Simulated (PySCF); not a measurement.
## Scalar relativity in S³⁺ (sulfur, charge +3)

[Ne] 3s2 3p1, 2P determinant; UHF calculated with PySCF 2.14 in dyall-acv3z (19s12p6d4f, 113 functions), once non-relativistic with a point nucleus and once with spin-free X2C-1e and a Gaussian nucleus.

```csv
shell,ε non-rel. (eV),"rms r non-rel. (bohr, spins averaged)"
1s α,-2547.0,0.1126
1s β,-2546.6,0.1126
2s α,-286.98,0.5164
2s β,-286.61,0.5164
2p α,-223.80,0.4904
2p β,-223.10,0.4904
3s α,-59.323,1.645
3s β,-55.819,1.645
3p α,-47.057,1.795
```

**Question.** How does scalar relativity move these shells?

**Answer.** 1s α: ε -2554.9 eV, radius -0.52 %; 1s β: ε -2554.5 eV, radius -0.52 %; 2s α: ε -288.36 eV, radius -0.40 %; 2s β: ε -287.98 eV, radius -0.40 %; 2p α: ε -223.81 eV, radius -0.12 %; 2p β: ε -223.11 eV, radius -0.12 %; 3s α: ε -59.492 eV, radius -0.27 %; 3s β: ε -55.986 eV, radius -0.27 %; 3p α: ε -47.053 eV, radius -0.04 %.

The total energy goes from -395.0831 to -396.1693 hartree.

Relativity contracts and stabilises s shells directly. The contracted s shells screen the nucleus better, so for spin-averaged p shells the direct and indirect effects partly cancel.
